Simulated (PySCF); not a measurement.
Radial density of B+ (boron, charge +1)

PBE0, [He] 2s2, closed-shell 1S. Calculation: PySCF 2.14, in aug-cc-pVDZ (4s3p2d, 23 functions); the non-relativistic Hamiltonian (point nucleus).

| r (bohr) | 4πr²ρ (e/bohr) |
| --- | --- |
| 0.00670 | 0.03799 |
| 0.0113 | 0.1032 |
| 0.0190 | 0.2694 |
| 0.0319 | 0.6716 |
| 0.0536 | 1.531 |
| 0.0902 | 3.027 |
| 0.152 | 4.700 |
| 0.255 | 4.920 |
| 0.429 | 2.698 |
| 0.722 | 0.8302 |
| 1.21 | 1.134 |
| 2.04 | 0.8757 |
| 3.44 | 0.1189 |
| 5.78 | 0.001121 |
| 9.72 | 1.938e-05 |
